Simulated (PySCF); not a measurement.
# Single point on GeCl⁺

State: ¹Σ⁺ (singlet), closed shell.

An equivalent input (the run itself took its basis sets from the Basis Set Exchange, started from a PBE0 density and held the occupation σ 9α 9β, πx 4α 4β, πy 4α 4β, δx 1α 1β, δy 1α 1β):

```python
from pyscf import gto, scf, cc
mol = gto.M(atom='Ge 0 0 0; Cl 0 0 2.084', basis={'Ge': 'cc-pVDZ-PP', 'Cl': 'cc-pV(D+d)Z'}, ecp={'Ge': 'cc-pVDZ-PP'},
            charge=1, spin=0, verbose=4, symmetry='C2v')
mf = scf.RHF(mol)
mf.irrep_nelec = {'A1': 20, 'A2': 2, 'B1': 8, 'B2': 8}
mf.conv_tol = 1e-9
mf.max_cycle = 60
mf.diis_space = 10
mf.kernel()
mycc = cc.CCSD(mf, frozen=[0, 1, 2, 3, 4, 5, 6, 7, 8, 45])
mycc.run(conv_tol=1e-7, conv_tol_normt=1e-5, max_cycle=80, diis_space=8)
et = mycc.ccsd_t()
```

The SCF ended at -752.64674005 hartree. The coupled-cluster part of the log:

```
******** <class 'pyscf.cc.ccsd.CCSD'> ********
CC2 = 0
CCSD nocc = 10, nmo = 36
frozen orbitals [0, 1, 2, 3, 4, 5, 6, 7, 8, 45]
max_cycle = 80
direct = 0
conv_tol = 1e-07
conv_tol_normt = 1e-05
diis_space = 8
diis_start_cycle = 0
diis_start_energy_diff = 1e+09
Init t2, MP2 energy = -752.855891850301  E_corr(MP2) -0.209151804835082
Init E_corr(CCSD) = -0.209151804835364
cycle = 1  E_corr(CCSD) = -0.222972563051969  dE = -0.0138207582  norm(t1,t2) = 0.0623618
cycle = 2  E_corr(CCSD) = -0.230222949430379  dE = -0.00725038638  norm(t1,t2) = 0.0218169
cycle = 3  E_corr(CCSD) = -0.231069662323359  dE = -0.000846712893  norm(t1,t2) = 0.013439
cycle = 4  E_corr(CCSD) = -0.232892289235675  dE = -0.00182262691  norm(t1,t2) = 0.00600162
cycle = 5  E_corr(CCSD) = -0.232742680354631  dE = 0.000149608881  norm(t1,t2) = 0.00172759
cycle = 6  E_corr(CCSD) = -0.23272125437892  dE = 2.14259757e-05  norm(t1,t2) = 0.000442832
cycle = 7  E_corr(CCSD) = -0.232741011672663  dE = -1.97572937e-05  norm(t1,t2) = 0.000122982
cycle = 8  E_corr(CCSD) = -0.232741147572842  dE = -1.35900179e-07  norm(t1,t2) = 2.19836e-05
cycle = 9  E_corr(CCSD) = -0.232740748771771  dE = 3.98801071e-07  norm(t1,t2) = 7.02652e-06
cycle = 10  E_corr(CCSD) = -0.232740899637966  dE = -1.50866195e-07  norm(t1,t2) = 1.87868e-06
cycle = 11  E_corr(CCSD) = -0.232740884347383  dE = 1.52905823e-08  norm(t1,t2) = 5.77449e-07
CCSD converged
E(CCSD) = -752.8794809298134  E_corr = -0.2327408843473833
CCSD(T) correction = -0.00874327031811081
```

T1 diagnostic 0.016, D1 0.047, 20 electrons correlated, 1 of the virtual orbitals (those above 20 hartree) left out.

Repeating this along the bond gives Re = 2.082 Å and ωe = 499 cm⁻¹.

A point of this curve took 0.81 CPU seconds beside 0.2 for the integrals (shared host).

Correlated steps freeze 9 core orbitals.
